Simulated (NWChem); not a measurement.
System: C2H6ClFSi; SMILES CC[SiH](F)Cl

```xyz
11

Si     0.5746     0.1357    -0.4986
F      1.7454    -0.0262     0.6359
Cl    -0.7075     1.6372     0.1479
C     -0.3677    -1.4725    -0.6478
C     -1.0518    -1.9248     0.6500
H      1.2319     0.5856    -1.7651
H     -1.1076    -1.3410    -1.4682
H      0.3554    -2.2372    -1.0101
H     -1.7717    -1.1614     1.0076
H     -1.6064    -2.8738     0.5073
H     -0.3106    -2.0854     1.4586
```
Atoms are numbered in this order, from 1.

Program: NWChem. Pople sets run with spherical d functions. All runs use the structure optimised with PBE-D3(BJ)/def2-SVP.

Task: Taking TPSS/6-311++G** as the yardstick, which of these has the fewest basis functions while keeping “dipole (D)” within 0.05 D of it: TPSS/6-311G**; TPSS/6-31+G*; TPSS/3-21G; TPSS/6-31G*; TPSS/STO-3G?

Result: TPSS/6-31+G* (a larger set in the list lies outside the tolerance).
| level | basis functions | dipole (D) | relative time (rough) |
|---|---|---|---|
| TPSS/STO-3G | 39 | 2.73 | 1 |
| TPSS/3-21G | 65 | 2.90 | 1 |
| TPSS/6-31G* | 90 | 2.40 | 3 |
| TPSS/6-31+G* | 110 | 2.45 | 5 |
| TPSS/6-311G** | 142 | 2.52 | 6 |
| TPSS/6-311++G** | 168 | 2.46 | 10 |

The yardstick is one finite set, not the basis-set limit.
